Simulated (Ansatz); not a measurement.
Cu2I3, relaxed as a doublet with UKS B3LYP-D4/def2-SVP in Ansatz, starting from the GFN1-xTB geometry. Force threshold 0.02 eV/Å.

In the def2 sets I takes a core potential; there is no spin–orbit coupling. The structure comes from a short search, and lower isomers may exist.

Start:

```xyz
5

Cu   -0.756   -0.183    0.980
Cu    1.129   -0.205   -0.496
I    -2.846    0.909    0.461
I     1.328   -1.382    1.718
I     1.146    0.861   -2.662
```

```
step   energy (eV)  largest force component (eV/Å)  SCF passes
   1  -113586.8037                           0.313          25
   2  -113586.8440                           0.213          31
   3  -113586.9081                           0.239          29
   4  -113586.9812                           0.267          30
   5  -113587.0575                           0.162          29
   6  -113587.0607                           0.239          27
   7  -113587.0757                           0.066          27
   8  -113587.0777                           0.020          25
```

Force components are those of the run's own axes.

End:

```xyz
5

Cu   -0.703   -0.268    1.107
Cu    1.240   -0.291   -0.413
I    -2.361    1.026   -0.166
I     1.402   -1.460    1.815
I     0.422    0.993   -2.343
```

By distances, no bond broke or formed. The bond that changes most is Cu2–I5, from 2.41 to 2.46 Å (atoms count from 1). The end is the same structure that another start reached, the lowest one found.

No frequencies were taken in this run, so the end may be a saddle point.

Run time 32 s (4 threads of Intel Xeon 6975P-C on a shared host), peak host memory 0.76 GiB.
